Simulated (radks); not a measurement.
Spherical jellium clusters: N electrons in a uniform positive sphere of charge N and radius rs N^(1/3), rs = 3.71 bohr. Calculated with a radial shooting solver with Libxc functionals: non-relativistic Kohn-Sham, LDA (Slater exchange, Perdew-Wang correlation), spin-polarised, spherical densities. Levels are named by radial order and angular momentum (1s, 1p, 1d, 2s, ...), and open shells are averaged over m. Each electron was tried in the lowest free levels, single moves between levels near the top were tried too, and the lowest total energy was kept; such a search can miss a lower state. Energies include the self-energy of the background; IP and EA are vertical (highest electron removed, lowest free level filled), at fixed background; spill-out counts the electrons outside the background radius R, and alpha is the static dipole polarisability from linear response (closed shells only). A dash means not computed or, for alpha, an open shell; in EA it means that no bound solution was reached, which is typical of self-interaction and does not show that the anion is unstable. Real open-shell clusters deform, which this model forbids.

N        open shells  2S  E/N (eV)  E(N+1) + E(N-1) - 2E(N) (eV)  IP (eV)  EA (eV)  -e(HOMO) (eV)  spill-out (e)  alpha/R^3
1   1s(up 1, down 0)   1    -1.160                             -        -        -          3.151           0.41          -
2               none   0    -1.657                         1.241    5.586        -          3.387           0.59      1.700
3   1p(up 1, down 0)   1    -1.409                        -0.694    3.939        -          2.189           0.90          -
4   1p(up 2, down 0)   2    -1.458                        -0.505    4.547        -          2.761           1.09          -
5   1p(up 3, down 0)   3    -1.589                         0.310    4.893        -          3.133           1.22          -
6   1p(up 3, down 1)   2    -1.624                        -0.408    4.439        -          2.853           1.37          -
7   1p(up 3, down 2)   1    -1.708                        -0.299    4.762    1.691          3.179           1.48          -
8               none   0    -1.808                         1.366    4.974        -          3.414           1.59      1.477
9   1d(up 1, down 0)   1    -1.734                        -0.293    3.529        -          2.132           1.77          -
10  1d(up 2, down 0)   2    -1.704                        -0.253    3.808        -          2.419           1.92          -
11  1d(up 3, down 0)   3    -1.703                        -0.218    4.028    1.342          2.652           2.05          -
12  1d(up 4, down 0)   4    -1.720                        -0.189    4.205    1.544          2.845           2.16          -
13  1d(up 5, down 0)   5    -1.748                         0.359    4.350        -          3.007           2.25          -
14  1d(up 5, down 1)   4    -1.747                        -0.199    3.948    1.442          2.671           2.36          -
15  1d(up 5, down 2)   3    -1.760                        -0.171    4.121    1.630          2.853           2.47          -
16  1d(up 5, down 3)   2    -1.782                        -0.149    4.263    1.792          3.007           2.56          -
17  1d(up 5, down 4)   1    -1.809                        -0.131    4.382    1.934          3.138           2.64          -
18              none   0    -1.841                         0.230    4.484    1.756          3.253           2.72      1.363
19  2s(up 1, down 0)   1    -1.858                         0.207    4.225    1.622          3.025           2.89          -
20              none   0    -1.863                         0.530    4.022        -          2.864           3.10      1.400
21  1f(up 1, down 0)   1    -1.842                        -0.139    3.514    1.263          2.372           3.20          -
22  1f(up 2, down 0)   2    -1.829                        -0.128    3.635    1.399          2.502           3.30          -
23  1f(up 3, down 0)   3    -1.823                        -0.118    3.744    1.523          2.619           3.38          -
24  1f(up 4, down 0)   4    -1.822                        -0.108    3.841    1.635          2.724           3.46          -
25  1f(up 5, down 0)   5    -1.825                        -0.100    3.928    1.738          2.820           3.53          -
26  1f(up 6, down 0)   6    -1.833                        -0.092    4.007    1.833          2.908           3.60          -
27  1f(up 7, down 0)   7    -1.843                         0.318    4.078    1.526          2.988           3.66          -
28  1f(up 7, down 1)   6    -1.841                        -0.103    3.740    1.638          2.678           3.74          -
29  1f(up 7, down 2)   5    -1.842                        -0.095    3.830    1.741          2.774           3.81          -
30  1f(up 7, down 3)   4    -1.847                        -0.088    3.911    1.835          2.863           3.89          -
31  1f(up 7, down 4)   3    -1.855                        -0.082    3.985    1.922          2.943           3.95          -
32  1f(up 7, down 5)   2    -1.864                        -0.076    4.053    2.002          3.018           4.02          -
33  1f(up 7, down 6)   1    -1.875                        -0.071    4.114    2.077          3.086           4.08          -
34              none   0    -1.888                         0.394    4.171    1.719          3.150           4.15      1.287
35  2p(up 1, down 0)   1    -1.888                        -0.045    3.763    1.798          2.770           4.31          -
36  2p(up 2, down 0)   2    -1.890                        -0.036    3.821    1.866          2.833           4.47          -
37  2p(up 3, down 0)   3    -1.893                         0.225    3.868    1.684          2.887           4.64          -
38  2p(up 3, down 1)   2    -1.889                        -0.047    3.654    1.770          2.702           4.82          -
39  2p(up 3, down 2)   1    -1.887                        -0.039    3.720    1.846          2.773           5.01          -
40              none   0    -1.886                         0.171    3.777    1.669          2.835           5.19      1.354
41  1g(up 1, down 0)   1    -1.881                        -0.073    3.623    1.735          2.671           5.24          -
42  1g(up 2, down 0)   2    -1.878                             -    3.677    1.798          2.730           5.28          -

All shells are closed at N = 2, 8, 18, 20, 34, 40 (there: 1s2 1p6 1d10 2s2 1f14 2p6); the second difference of the energy has clear peaks (12 % above both neighbours; the first and last values, which can be the largest, are not judged, and half-filled shells can peak too) at N = 5, 8, 13, 20, 27, 34, 37, 40.
